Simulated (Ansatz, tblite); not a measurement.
Forces on GaCl2H (GaHCl₂) at its PBE-D4/def2-TZVP geometry. The state is a singlet with charge 0.

The xTB rows come from tblite.

GFN1-xTB (tblite), largest force 0.57 eV/Å:

```xyz
4
positions Å, forces eV/Å
Ga   -0.038   -0.012    0.183   -0.074   -0.024    0.354
Cl   -1.572    0.147   -1.307    0.233   -0.019    0.156
Cl    1.967   -0.019   -0.578   -0.277    0.005    0.051
H    -0.356   -0.115    1.702    0.117    0.038   -0.561
```

GFN2-xTB (tblite), largest force 0.78 eV/Å:

```
Ga 0.160 0.052 -0.766
Cl 0.460 -0.053 0.517
Cl -0.629 -0.002 0.292
H 0.009 0.003 -0.043
```

r2SCANh-D4/def2-TZVP (Ansatz), largest force 0.36 eV/Å:

```
Ga 0.024 0.008 -0.112
Cl 0.261 -0.027 0.251
Cl -0.340 0.001 0.127
H 0.056 0.018 -0.266
```
